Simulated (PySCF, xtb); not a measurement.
ammonium (H₄N), SMILES [NH4+], charge +1.

Harmonic wavenumbers (cm⁻¹) from xtb with GFN2-xTB at its own minimum, in rising order: 1339, 1339, 1340, 1420, 1420, 3267, 3267, 3267, 3309.

Problem. What does PySCF with B3LYP-D3(BJ)/def2-TZVPD give at its own minimum? (An estimate is asked for; the answer gives what the named calculation found.)

Solution. 1481, 1481, 1481, 1720, 1720, 3361, 3460, 3460, 3460. Paired by order, the mean absolute difference is 184 cm⁻¹ and the zero-point energies are 28.5 and 30.9 kcal/mol.
